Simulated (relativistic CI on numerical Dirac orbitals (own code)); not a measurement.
## Electric-dipole lines of Ni5+

These numbers are calculated, not measured: Dirac-Coulomb-Breit CI, KLI orbitals optimised for each configuration, a model potential for QED, valence Slater integrals scaled by 0.85, P86 correlation estimate, and configurations built on the next ion tied to the tabulated ionisation energy (semi-empirical) (own radial code, finite nucleus).

Configuration list (outside the closed core [Ne]): 3s²3p⁶3d⁵, 3s²3p⁶3d⁴4s, 3s²3p⁶3d⁴4p, 3s²3p⁶3d⁴4d, 3s²3p⁶3d⁴5s, 3s²3p⁶3d⁴4f, 3s²3p⁵3d⁶, 3s²3p⁴3d⁷, 3s3p⁶3d⁶, 3s²3p⁶3d⁴5p, 3s²3p⁶3d³4s², 3s²3p⁶3d⁴5d, 3s²3p⁶3d⁴5f, 3s²3p⁶3d⁴5g, 3s²3p⁶3d³4s4p, 3s²3p⁶3d³4p², 3s²3p⁵3d⁵4s, 3s²3p⁶3d³4s4d, 3p⁶3d⁷, 3s²3p⁵3d⁵4p, 3s²3p⁶3d³4p4d. Levels of other configurations are missing.

```tsv
λ vac (Å)	Lower	Upper	A (s⁻¹)	E lower (cm⁻¹)	E upper (cm⁻¹)
255.48	3s²3p⁶3d⁵ ⁶S5/2 [1]	3s²3p⁶3d⁴4p ⁶P°7/2 [102]	1.39e+10	0	391413
255.71	3s²3p⁶3d⁵ ⁶S5/2 [1]	3s²3p⁶3d⁴4p ⁶P°5/2 [101]	1.35e+10	0	391065
255.83	3s²3p⁶3d⁵ ⁶S5/2 [1]	3s²3p⁶3d⁴4p ⁶P°3/2 [100]	1.32e+10	0	390887
258.34	3s²3p⁶3d⁵ ⁴G11/2 [2]	3s²3p⁶3d⁴4p ⁴F°9/2 [153]	1.09e+10	40086	427176
258.54	3s²3p⁶3d⁵ ⁴G9/2 [4]	3s²3p⁶3d⁴4p ⁴F°7/2 [151]	1.08e+10	40190	426980
259.38	3s²3p⁶3d⁵ ⁴G9/2 [4]	3s²3p⁶3d⁴4p ⁴G°9/2 [147]	6.63e+09	40190	425726
259.72	3s²3p⁶3d⁵ ⁴G7/2 [5]	3s²3p⁶3d⁴4p ⁴G°7/2 [145]	8.73e+09	40195	425220
259.92	3s²3p⁶3d⁵ ⁴G5/2 [3]	3s²3p⁶3d⁴4p ⁴G°5/2 [144]	1.02e+10	40149	424886
261.56	3s²3p⁶3d⁵ ⁴G11/2 [2]	3s²3p⁶3d⁴4p ⁴I°11/2 [137]	4.81e+09	40086	422413
261.84	3s²3p⁶3d⁵ ⁴G11/2 [2]	3s²3p⁶3d⁴4p ⁴G°11/2 [135]	4.46e+09	40086	421995
262.14	3s²3p⁶3d⁵ ²I13/2 [15]	3s²3p⁶3d⁴4p ²H°11/2 [204]	1.67e+10	59237	440708
265.30	3s²3p⁶3d⁵ ²I11/2 [14]	3s²3p⁶3d⁴4p ²I°11/2 [191]	1.07e+10	59106	436041
265.56	3s²3p⁶3d⁵ ²I13/2 [15]	3s²3p⁶3d⁴4p ²I°13/2 [190]	9.72e+09	59237	435800
276.63	3s²3p⁶3d⁵ ⁴G11/2 [2]	3s²3p⁶3d⁴4p ⁴F°9/2 [118]	6.80e+09	40086	401580
786.86	3s²3p⁶3d⁴4p ⁶F°9/2 [103]	3s²3p⁶3d⁴4d ⁶G11/2 [287]	5.87e+09	391744	518832
792.05	3s²3p⁶3d⁴4p ⁶F°11/2 [107]	3s²3p⁶3d⁴4d ⁶G13/2 [288]	6.58e+09	393240	519494
1112.9	3s²3p⁶3d⁴4s ⁴H13/2 [50]	3s²3p⁶3d⁴4p ⁴I°15/2 [143]	1.53e+09	334361	424215
1113.9	3s²3p⁶3d⁴4s ²I13/2 [70]	3s²3p⁶3d⁴4p ²K°15/2 [201]	1.55e+09	350280	440051
1119.8	3s²3p⁶3d⁴4s ⁴H11/2 [49]	3s²3p⁶3d⁴4p ⁴I°13/2 [139]	1.42e+09	333965	423270
1134.3	3s²3p⁶3d⁴4s ⁶D9/2 [42]	3s²3p⁶3d⁴4p ⁶F°11/2 [107]	1.44e+09	305076	393240
```

Terms are leading LS components. Brackets give the number of a level in order of energy, since labels repeat. The list gives strong lines, with weight on those to low levels, without configurations that were not tied to measured data, without lines whose two gauges differ by over a factor of 2.5, among the lowest 300 of 6066 levels, so that lines to higher ones, which can be the strongest, are missing. Levels whose partners in the same complex of configurations lie outside the list can be far off, and so can their lines. Rates are taken at the computed energies, electric ones in the length gauge.

Configurations that consist of the next ion and one excited electron were tied to the tabulated ionisation energy; Rydberg ones are usually within 1,000 to 3,000 cm⁻¹ and the lowest ones within about 6,000 (9,000 in d shells), while levels on excited terms of the next ion carry the error of that term, and the other configurations can be misplaced by 10,000 cm⁻¹ or more. Rates follow the energies as ν³ (E1, M1) or ν⁵ (E2), so rates, branching and lifetimes can be off by large factors. 52 of the 54 excited levels that our extract of the measured tables holds in this range could be paired (the sources list more); they are missed by 5638 cm⁻¹ on average and 11464 at most, and levels without a partner can miss by more. Some levels of the ground configuration have no partner and can miss by 10 % or more.
